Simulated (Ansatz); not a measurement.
Gas-phase electronic energies from Ansatz, PBE0-D4/def2-TZVP geometries. CBS: MP2 limit from def2 TZ/QZ plus the TZ coupled-cluster correction, frozen cores. DFT in def2-TZVPP. Each species was taken in one conformer, which may not be the lowest.

Consider the ligand exchange at the Si–C bond: `[AlH2][O]C[SiH3]` + `NC(O)O` → `NC(O)O[SiH3]` + `C[O][AlH2]`.

CCSD(T)/CBS gives -99.5 kJ/mol.

Another level gave -102.4 kJ/mol. Which?
A. PBE0/def2-TZVPP
B. PBE-D4/def2-TZVPP
C. CCSD/def2-TZVPP
D. r2SCAN-D4/def2-TZVPP

C. CCSD/def2-TZVPP -102.4, PBE0 -90.8, r2SCAN-D4 -98.4, PBE-D4 -85.2 kJ/mol.

Largest T1 diagnostic among the species: 0.013.

In def2-TZVPP, CCSD(T) changes the Hartree–Fock value by +18.2 kJ/mol (the triples alone add +2.3 kJ/mol) and MP2 by +14.8 kJ/mol. From PBE to PBE0 (25 % exact exchange), in def2-TZVPP and without D4, ΔE moves by −5.8 kJ/mol.
